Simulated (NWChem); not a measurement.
System: CH6O3Si; SMILES O[Si](O)(O)C

Here is an NWChem input.

```
start job
memory heap 200 mb stack 900 mb global 1100 mb
geometry units angstroms noautosym nocenter noautoz
  C     -0.059646     1.783428    -0.024713
  Si     0.025261    -0.066622    -0.051869
  O     -0.549057    -0.522112    -1.537701
  O     -0.821819    -0.771062     1.198312
  O      1.562759    -0.650034     0.152334
  H     -1.073947     2.140018    -0.262102
  H      0.224783     2.178573     0.961926
  H      0.625126     2.206588    -0.775236
  H     -0.361873    -1.431028    -1.791282
  H     -1.756846    -0.560672     1.266440
  H      1.694453    -1.145505     0.965919
end
basis spherical
  * library def2-svp
end
dft
  xc hfexch
  iterations 150
end
property
  efieldgrad
end
task dft property
```

Output (shortened):

```
             Northwest Computational Chemistry Package (NWChem) 7.3.0
             --------------------------------------------------------

                             Geometry "geometry" -> ""
                             -------------------------

 Output coordinates in angstroms (scale by  1.889725989 to convert to a.u.)

  No.       Tag          Charge          X              Y              Z
 ---- ---------------- ---------- -------------- -------------- --------------
    1 C                    6.0000    -0.05964600     1.78342800    -0.02471300
    2 Si                  14.0000     0.02526100    -0.06662200    -0.05186900
    3 O                    8.0000    -0.54905700    -0.52211200    -1.53770100
    4 O                    8.0000    -0.82181900    -0.77106200     1.19831200
    5 O                    8.0000     1.56275900    -0.65003400     0.15233400
    6 H                    1.0000    -1.07394700     2.14001800    -0.26210200
    7 H                    1.0000     0.22478300     2.17857300     0.96192600
    8 H                    1.0000     0.62512600     2.20658800    -0.77523600
    9 H                    1.0000    -0.36187300    -1.43102800    -1.79128200
   10 H                    1.0000    -1.75684600    -0.56067200     1.26644000
   11 H                    1.0000     1.69445300    -1.14550500     0.96591900

 Effective nuclear repulsion energy (a.u.)     261.1150763830

  xc_inp: hfexch multiplicative factor not found.
                              NWChem Property Module
                              ----------------------

  itol2e modified to match energy
  convergence criterion.

                                 NWChem DFT Module
                                 -----------------

 Summary of "ao basis" -> "ao basis" (spherical)
 ------------------------------------------------------------------------------
       Tag                 Description            Shells   Functions and Types
 ---------------- ------------------------------  ------  ---------------------
 C                          def2-svp                 6       14   3s2p1d
 Si                         def2-svp                 8       18   4s3p1d
 O                          def2-svp                 6       14   3s2p1d
 H                          def2-svp                 3        5   2s1p

  itol2e modified to match energy
  convergence criterion.

            General Information
            -------------------
          SCF calculation type: DFT
          Wavefunction type:  closed shell.
          No. of atoms     :    11
          No. of electrons :    50
           Alpha electrons :    25
            Beta electrons :    25
          Charge           :     0
          Spin multiplicity:     1
          Use of symmetry is: off; symmetry adaption is: off
          Maximum number of iterations: 150
          AO basis - number of functions:   104
                     number of shells:    50
          Convergence on energy requested:  1.00D-07
          Convergence on density requested:  1.00D-05
          Convergence on gradient requested:  5.00D-04

              XC Information
              --------------
                     Hartree-Fock (Exact) Exchange  1.000

      Superposition of Atomic Density Guess
      -------------------------------------

 Sum of atomic energies:        -553.43249052

      Non-variational initial energy
      ------------------------------

 Total energy =    -555.445335
 1-e energy   =   -1281.829836
 2-e energy   =     465.269424
 HOMO         =      -0.411524
 LUMO         =       0.046624

[...]

          -----------------------
          Electric field gradient
          -----------------------

 1 a.u. = 0.324123 10**(16) esu/cm**3  ( or statvolts/cm**2 ) = 0.97174 10**(22) v/m**2

 ------------------------------------------------------------
   Atom      X         Y         Z
 ------------------------------------------------------------
    1 C   -0.11271   3.37019  -0.04670
 ------------------------------------------------------------

 Electric field gradient in molecular frame (a.u.)
         XX             YY             ZZ             XY             XZ             YZ
 ------------------------------------------------------------------------------------------
       -0.070030       0.131732      -0.061703      -0.006400      -0.003965       0.000518

 Principal components (a.u.) and orientation
 of principal axis w.r.t. absolute frame                      Asymmetry parameter eta
 --------------------------------------------------------------------------------------
        0.131937      -0.071779      -0.060159                       0.088074

       -0.031736       0.930654      -0.364521
        0.999491       0.028338      -0.014669
        0.003322       0.364801       0.931080

 ------------------------------------------------------------
   Atom      X         Y         Z
 ------------------------------------------------------------
    2 Si   0.04774  -0.12590  -0.09802
 ------------------------------------------------------------

 Electric field gradient in molecular frame (a.u.)
         XX             YY             ZZ             XY             XZ             YZ
 ------------------------------------------------------------------------------------------
       -0.228036       0.405459      -0.177423      -0.069581       0.048130       0.020834

 Principal components (a.u.) and orientation
 of principal axis w.r.t. absolute frame                      Asymmetry parameter eta
 --------------------------------------------------------------------------------------
        0.413421      -0.264521      -0.148900                       0.279669

       -0.105842       0.859606       0.499875
        0.994032       0.104825       0.030213
        0.026428      -0.500089       0.865570

 ------------------------------------------------------------
   Atom      X         Y         Z
 ------------------------------------------------------------
    3 O   -1.03757  -0.98665  -2.90583
 ------------------------------------------------------------

 Electric field gradient in molecular frame (a.u.)
         XX             YY             ZZ             XY             XZ             YZ
 ------------------------------------------------------------------------------------------
        0.933396      -0.995708       0.062312       0.303812      -0.208165      -0.878243

 Principal components (a.u.) and orientation
 of principal axis w.r.t. absolute frame                      Asymmetry parameter eta
 --------------------------------------------------------------------------------------
       -1.502985       1.133585       0.369400                       0.508444

       -0.067853       0.865631       0.496064
        0.873921       0.291432      -0.389011
        0.481308      -0.407125       0.776267

 ------------------------------------------------------------
   Atom      X         Y         Z
 ------------------------------------------------------------
    4 O   -1.55301  -1.45710   2.26448
 ------------------------------------------------------------

 Electric field gradient in molecular frame (a.u.)
         XX             YY             ZZ             XY             XZ             YZ
 ------------------------------------------------------------------------------------------
       -1.344124       0.853459       0.490665       0.263647       0.585232       0.343762

 Principal components (a.u.) and orientation
 of principal axis w.r.t. absolute frame                      Asymmetry parameter eta
 --------------------------------------------------------------------------------------
       -1.525566       1.178201       0.347365                       0.544608

        0.961186       0.216301       0.171277
       -0.067878       0.787099      -0.613080
       -0.267421       0.577658       0.771231

 ------------------------------------------------------------
   Atom      X         Y         Z
 ------------------------------------------------------------
    5 O    2.95319  -1.22839   0.28787
 ------------------------------------------------------------

 Electric field gradient in molecular frame (a.u.)
         XX             YY             ZZ             XY             XZ             YZ
 ------------------------------------------------------------------------------------------
        0.132162       0.374427      -0.506588       0.583534      -0.460344       1.057292

 Principal components (a.u.) and orientation
 of principal axis w.r.t. absolute frame                      Asymmetry parameter eta
 --------------------------------------------------------------------------------------
       -1.517936       1.145418       0.372519                       0.509177

        0.397604       0.275124       0.875338
       -0.537921       0.842745      -0.020541
        0.743338       0.462696      -0.483074

 ------------------------------------------------------------
   Atom      X         Y         Z
 ------------------------------------------------------------
    6 H   -2.02947   4.04405  -0.49530
 ------------------------------------------------------------

 Electric field gradient in molecular frame (a.u.)
         XX             YY             ZZ             XY             XZ             YZ
 ------------------------------------------------------------------------------------------
       -0.243872       0.109534       0.134338       0.138398      -0.091025       0.033228

[...]
```

Level: Hartree-Fock/def2-SVP. Structure relaxed at the PBE0/def2-SVP level. NWChem prints the field gradient with the sign opposite to the second derivative of the potential.
